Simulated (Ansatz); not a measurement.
Gas-phase electronic energies from Ansatz, PBE0-D4/def2-TZVP geometries. CBS: MP2 limit from def2 TZ/QZ plus the TZ coupled-cluster correction, frozen cores. Functionals use def2-TZVPP. B3LYP here is the variant with VWN-RPA as its local correlation; programs differ in this. For Ga outer-core shells are correlated without core-valence functions, which leaves a few kJ/mol of doubt a bond. Scalar relativity is left out up to krypton. Each species was taken in one conformer, which may not be the lowest.

Reaction (redistribution): `[NH2][GaH][BH][SiH3]` + `CN([SiH3])[SiH3]` → `CN([SiH3])B[SiH3]` + `[NH2][GaH][SiH3]`

(1) Is it downhill or uphill in electronic energy at CCSD(T)/CBS, and by how much? (An estimate is asked.)

(2) What do these levels give: PBE0-D4, B3LYP-D4, ωB97X-V, ωB97M-V, B2PLYP, PBE, MP2/def2-TZVPP, SCS-MP2/def2-TZVPP, CCSD/def2-TZVPP, CCSD(T)/def2-TZVPP, HF/CBS(def2), MP2/CBS(def2)? (An estimate is asked.)

Largest T1 diagnostic among the species: 0.015.

Answers

(1) Ansatz gave: Downhill: ΔE = -1.21 eV.

(2) Ansatz gave: PBE0-D4 -1.33, B3LYP-D4 -1.27, ωB97X-V -1.22, ωB97M-V -1.25, B2PLYP -1.24, PBE -1.39, MP2/def2-TZVPP -1.22, SCS-MP2/def2-TZVPP -1.18, CCSD/def2-TZVPP -1.19, CCSD(T)/def2-TZVPP -1.24, HF/CBS(def2) -1.00, MP2/CBS(def2) -1.19 eV.

In def2-TZVPP, CCSD(T) changes the Hartree–Fock value by −0.23 eV (the triples alone add −0.05 eV) and MP2 by −0.21 eV. From PBE to PBE0 (25 % exact exchange), in def2-TZVPP and without D4, ΔE moves by +0.07 eV.
